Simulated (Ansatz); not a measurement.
A search over several starts for the lowest SCF solution of Ta₂B₂ at the given spin, in a small basis.

```yaml
crystal:
  periodic: [false, false, false]
  atoms:
    - {symbol: Ta, position_ang: [0.912109, 1.797850, -1.573608]}
    - {symbol: Ta, position_ang: [-1.195504, 1.830529, -0.502858]}
    - {symbol: B, position_ang: [0.660967, 1.823838, 0.541331]}
    - {symbol: B, position_ang: [0.295528, 0.354983, -0.133165]}
basis:
  gaussian: {orbitals: def2-SVP, initial_orbitals: start.molden}
magnetization: {spin_polarized: true, initial_magnetization: 2}
hamiltonian: {xc: pbe0, dispersion: d4}
output: {orbitals: {seedname: orbitals}}
```

The file start.molden holds the orbitals of an earlier run on this structure, at another level or in another basis.

```sh
$ ansatz run in.yaml --threads 4 --pin off --events-out ev --progress --plain --max-ram 3916MiB
```

Output, abridged:

```
Functional definition: PBE0
968 factors; their error is unknown
mean field evaluation 1: about -4443.9832 eV, gradient 3.0e1 eV
mean field evaluation 2: about -4444.1257 eV, gradient 5.3e-1 eV
mean field evaluation 4: about -4444.3656 eV, gradient 2.3e-1 eV
mean field evaluation 8: about -4444.3657 eV, gradient 1.5e-5 eV
mean field evaluation 16: about -4439.4553 eV, gradient 2.8e1 eV
mean field evaluation 32: about -4444.3657 eV, gradient 3.2e-3 eV
mean field evaluation 64: about -4443.6006 eV, gradient 3.5e0 eV
mean field -4444.36574643 eV, -163.3274286819 hartree, gradient 1.1e-5 eV, S^2 2.128112; 7 other end points of the search recorded, 0 dependent functions left out
reference -4444.36577253 eV, -163.3274296410 hartree; 19, 17 occupied and 73, 75 virtual orbitals, 968 factors
Total energy: -4444.48369849 eV, -163.3317633402 hartree
```

Run time 9.5 s (4 threads of Arm Neoverse V2 on a shared host).

In the def2 sets Ta takes a core potential; there is no spin–orbit coupling. The charge 0 triplet is spin-contaminated (final ⟨S²⟩ up to 2.13, 2.00 for a pure state). At PBE0-D4/def2-TZVP a singlet of charge 0 lies 0.17 eV below the triplet, each at its own geometry. The structure comes from a short search, and lower isomers may exist.
